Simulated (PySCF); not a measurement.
Ga(H)(Br)(OMe) (CH₄BrGaO), SMILES C[O][GaH][Br]. Atoms are numbered in the order given.

```xyz
8

Ga    -0.8437    -0.4987     0.0000
H     -2.3872    -0.5556     0.0000
Br     0.3663     1.4585     0.0000
O      0.1102    -1.9948     0.0000
C      1.5207    -2.1045     0.0000
H      1.8454    -2.6641     0.8939
H      1.8454    -2.6641    -0.8939
H      2.0264    -1.1222     0.0000
```
Charge 0, spin multiplicity 1.

Geometry: TPSSh-D3(BJ)/def2-SVP. The structure was generated by enumeration; whether it is a known compound was not checked. Other conformers were not sampled.

The numbers are results of KT2/pcSseg-1 in PySCF, not measurements.

GIAO shieldings, no solvent; atoms alike by connectivity are averaged. δ = σ(ref) − σ: ¹H against TMS (σ = 31.47 ppm); ¹⁷O against H2O (σ = 330.4 ppm); ¹³C against TMS (σ = 185.1 ppm), references at their B3LYP-D3(BJ)/def2-TZVP geometries, non-relativistic (without spin–orbit terms, shifts of atoms bonded to Cl or Br come out too high).

```
nucleus       atoms  count  δ (ppm)
-------  ----------  -----  -------
¹H               H2      1     6.12
¹H       H6, H7, H8      3     4.54
¹⁷O              O4      1    149.0
¹³C              C5      1     61.1
```
